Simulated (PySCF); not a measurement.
C₄H₁₀Be, charge +1, doublet, geometry from GFN2-xTB (such geometries of metal compounds can be far from the true shape) (a state made from the parent by changing its charge; the spin is typed, not shown lowest). Base run: HF/pcseg-1 run with PySCF.

The PySCF input:
```python
from pyscf import gto, scf

mol = gto.M(
    atom='''
Be   -0.090935    0.022554    0.208710
C     1.307845   -0.783808    0.876886
C     1.450134   -2.266984    0.618073
H     1.261291   -0.606067    1.958672
H     2.190540   -0.261085    0.489385
H     1.567436   -2.500759   -0.437499
H     0.631007   -2.848747    1.034227
H     2.364179   -2.610705    1.117778
C    -1.469109    0.823805   -0.506763
C    -1.262488    2.220443   -1.048750
H    -2.235766    0.847759    0.277892
H    -1.832807    0.172360   -1.310435
H    -0.558841    2.250604   -1.877373
H    -0.958423    2.929954   -0.282760
H    -2.223173    2.575733   -1.441407
''',
    basis='pcseg-1',
    charge=1,
    spin=1,
    verbose=4,
)

mf = scf.UHF(mol)
mf.kernel()
```

Each row names what was changed in the base input (with any setting that the change needs).

| change | ΔE vs base (µEh) | fitting functions | outcome |
|---|---|---|---|
| base | 0.0 | - | converged |
| exchange = seminumerical (SGX) (with mf = sgx.sgx_fit(mf, auxbasis='def2-universal-jfit'); with mf.with_df.dfj = True) | -342 | 355 | converged |
| auxbasis = even-tempered beta=2.0 | 40.7 | 790 | converged |
| auxbasis = cc-pvtz-jkfit | - | - | input refused |
| auxbasis = even-tempered beta=1.6 | 23.7 | 1199 | converged |
| auxbasis = cc-pvqz-jkfit | - | - | input refused |
| auxbasis = autoaux | 84.7 | 786 | converged |
| auxbasis = cc-pvtz-ri | -141 | 705 | converged |
| auxbasis = def2-tzvp-ri | -74.1 | 503 | converged |
| auxbasis = def2-universal-jkfit | 7.9 | 531 | converged |

A fitting set is made for a task (jfit for Coulomb, jkfit for Coulomb and exchange, ri for correlation) and for a family of orbital bases.

Open shells are given as the SCF converged; they aren't shown to be the lowest states, and a large step between rows can be another state.

- auxbasis = cc-pvtz-jkfit: ended with `pyscf.lib.exceptions.BasisNotFoundError: Basis set not found for Be in cc-pvtz-jkfit`
- auxbasis = cc-pvqz-jkfit: ended with `pyscf.lib.exceptions.BasisNotFoundError: Basis set not found for Be in cc-pvqz-jkfit`
